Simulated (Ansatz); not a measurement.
Gas-phase electronic energies from Ansatz, PBE0-D4/def2-TZVP geometries. CBS: MP2 limit from def2 TZ/QZ plus the TZ coupled-cluster correction, frozen cores. This one scheme is used for every species. Functionals use def2-TZVPP. For Ge outer-core shells are correlated without core-valence functions, which leaves a few kJ/mol of doubt a bond. Scalar relativity is left out up to krypton. One conformer a species, not always the lowest.

`C[CH](Cl)[GeH3]` + `SS` → `S[S][GeH3]` + `CCCl`  (ligand exchange at a Ge–C bond)

`C[CH](Cl)[GeH3]`:

Z-matrix (Å, degrees):
```
C
C 1 1.511
H 1 1.094 2 109.8
H 1 1.092 2 111.1 3 -119.7
H 1 1.092 2 111.3 3 119.8
Cl 2 1.797 1 110.3 3 177.5
Ge 2 1.974 1 113.6 3 -61.4
H 2 1.091 1 110.7 3 61.5
H 7 1.541 2 108.9 1 59.7
H 7 1.534 2 109.7 1 179.9
H 7 1.535 2 108.3 1 -59.4
```

`SS`:

```xyz
4

S     0.381   -0.051   -1.057
S    -0.790   -0.604    0.526
H     0.250    1.285   -0.950
H     0.160   -0.630    1.481
```

`S[S][GeH3]`:

```xyz
7

S     1.968    0.889    0.599
S     1.237   -0.860   -0.204
Ge   -0.952   -0.468    0.006
H     2.000    1.623   -0.530
H    -1.318    0.758   -0.844
H    -1.662   -1.729   -0.512
H    -1.273   -0.213    1.484
```

`CCCl`:

Cartesian coordinates in Å:
```
C -0.484 0.336 -0.537
C 0.550 -0.265 0.380
Cl -0.197 -0.919 1.867
H 0.004 0.726 -1.435
H -1.011 1.157 -0.048
H -1.219 -0.410 -0.842
H 1.283 0.472 0.705
H 1.074 -1.097 -0.089
```

| level | ΔE (kJ/mol) |
| --- | --- |
| r2SCAN-D4 | -73.5 |
| PBE0-D4 | -73.8 |
| ωB97X-V | -69.4 |
| B2PLYP | -73.0 |
| HF/def2-TZVPP | -81.0 |
| MP2/def2-TZVPP | -67.5 |
| CCSD/def2-TZVPP | -66.6 |
| HF/CBS(def2) | -81.0 |

What does CCSD(T)/CBS give? (Estimate.)

The calculation gave: -66.2 kJ/mol. The listed levels differ from it by -7.3, -7.6, -3.2, -6.8, -14.8, -1.3, -0.4, -14.8 kJ/mol.

Largest T1 diagnostic among the species: 0.012.

In def2-TZVPP, CCSD(T) changes the Hartree–Fock value by +15.0 kJ/mol (the triples alone add +0.6 kJ/mol) and MP2 by +13.5 kJ/mol.
